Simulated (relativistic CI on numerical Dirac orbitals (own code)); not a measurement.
How well does a small relativistic CI reproduce Al II?

Computed by Dirac-Coulomb-Breit CI, KLI orbitals optimised for each configuration, a model potential for QED, valence Slater integrals scaled by 0.85, P86 correlation energy added to each configuration (own radial code, finite nucleus).

CI space (outside the closed core [Ne]): 3s2, 3s.3p, 3p2, 3s.4s, 3s.3d, 3s.4p, 3s.5s, 3s.4d, 3s.4f, 3d2, 3p.4s, 3p.3d, 3s.5p, 3s.5d, 3s.5f, 3s.5g. Levels of other configurations are missing.

```tsv
Configuration	Term (tabulated)	J	Measured (cm⁻¹)	Computed	Error	Purity (%)
3s2	1S	0	0.0	0	0	96
3s.3p	3P°	0	37393.0	35570	-1823	99
3s.3p	3P°	1	37453.9	35627	-1827	99
3s.3p	3P°	2	37577.8	35742	-1836	99
3s.3p	1P°	1	59852.0	58274	-1578	94
3p2	1D	2	85481.4	84695	-787	55
3s.4s	3S	1	91274.5	91332	58	100
3p2	3P	0	94085.0	92070	-2015	99
3p2	3P	1	94147.5	92128	-2019	99
3p2	3P	2	94268.7	92242	-2026	99
3s.4s	1S	0	95350.6	95810	460	99
3s.3d	3D	3	95549.4	95135	-414	100
3s.3d	3D	2	95550.5	95137	-413	100
3s.3d	3D	1	95551.4	95139	-413	100
3s.4p	3P°	0	105427.5	105255	-172	99
3s.4p	3P°	1	105441.5	105269	-172	99
3s.4p	3P°	2	105470.9	105298	-172	99
3s.4p	1P°	1	106920.6	107444	524	95
3p2	1S	0	111637.3	111392	-246	91
3s.5s	3S	1	120092.9	120424	331	100
3s.5s	1S	0	121366.7	122201	834	99
3s.4d	3D	3	121483.5	121311	-173	100
3s.4d	3D	2	121483.9	121312	-172	100
3s.4d	3D	1	121484.3	121313	-171	100
3s.4f	3F°	2	123418.5	125558	2140	96
3s.4f	3F°	3	123420.4	125561	2141	96
3s.4f	3F°	4	123423.4	125565	2142	96
3s.4f	1F°	3	123470.5	125669	2199	98
3s.4d	1D	2	124794.1	126610	1816	69
```

Measured levels from NIST Handbook of Basic Atomic Spectroscopic Data (Sansonetti and Martin, J. Phys. Chem. Ref. Data 34, 1559 (2005)); pairs were made by configuration, J and term (by order where the table uses no LS term), so strongly mixed levels may be paired wrongly.

Mean error by configuration (cm⁻¹): 3s.3p -1766; 3p2 -1419; 3s.4s 259; 3s.3d -413; 3s.4p 2; 3s.5s 582; 3s.4d 325; 3s.4f 2155. Over the excited levels the mean absolute error is 1038 cm⁻¹ (28 of the 29 excited levels that our extract of the source holds in range could be paired, and the others can miss by more), and the median relative error of those above 1,000 cm⁻¹ is 0.59 %.

Transition probabilities of persistent lines. The last column rescales the computed rate by the cube of measured over computed energy:

```csv
λ measured (Å),Lower,Upper,A tabulated (s⁻¹),A computed,A rescaled
1539.83 vacuum,3s.3p 1P°_1,3s.4d 1D_2,8.80e+08,1.16e+09,9.93e+08
1670.79 vacuum,3s2 1S_0,3s.3p 1P°_1,1.46e+09,1.40e+09,1.51e+09
1719.44 vacuum,3s.3p 3P°_0,3s.3d 3D_1,6.79e+08,7.22e+08,6.72e+08
1721.27 vacuum,3s.3p 3P°_1,3s.3d 3D_2,9.14e+08,9.73e+08,9.06e+08
1724.98 vacuum,3s.3p 3P°_2,3s.3d 3D_3,1.21e+09,1.30e+09,1.20e+09
1763.95 vacuum,3s.3p 3P°_2,3p2 3P_2,9.80e+08,9.97e+08,1.01e+09
1858.03 vacuum,3s.3p 3P°_1,3s.4s 3S_1,2.48e+08,3.06e+08,2.76e+08
1862.31 vacuum,3s.3p 3P°_2,3s.4s 3S_1,4.12e+08,4.79e+08,4.32e+08
2816.18 air,3s.3p 1P°_1,3s.4s 1S_0,3.83e+08,6.24e+08,5.28e+08
4663.06 air,3p2 1D_2,3s.4p 1P°_1,5.30e+07,7.71e+07,6.46e+07
6243.36 air,3s.4p 3P°_2,3s.4d 3D_3,1.10e+08,1.14e+08,1.14e+08
```
